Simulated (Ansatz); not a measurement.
A run for Ansatz (an electronic-structure program): R-PBE0/def2-TZVPP on CH5BO2 (SMILES CB(O)O), a point of a torsion scan.

Ansatz 0.2 input:
```yaml
crystal:
  periodic: [false, false, false]
  atoms:
    - {symbol: C, position_ang: [0.03333220, -1.16599394, -1.01627631]}
    - {symbol: B, position_ang: [0.54884759, 0.01825331, -0.08047217]}
    - {symbol: O, position_ang: [1.25922717, 1.02869273, -0.62403011]}
    - {symbol: O, position_ang: [0.20653004, 0.12633043, 1.23590205]}
    - {symbol: H, position_ang: [0.06179991, -2.13817850, -0.52914938]}
    - {symbol: H, position_ang: [0.60666864, -1.23107760, -1.93488610]}
    - {symbol: H, position_ang: [-1.00134894, -0.97367197, -1.29331512]}
    - {symbol: H, position_ang: [1.28174450, 1.82439298, -0.09183199]}
    - {symbol: H, position_ang: [-0.30532325, -0.59259206, 1.60120347]}
basis:
  gaussian:
    orbitals: def2-TZVPP
hamiltonian:
  xc: {name: PBE0}
scf: {lower_state_search: off}
```

### Question
Give the final energy of this run.

### Answer
-216.3811 hartree.
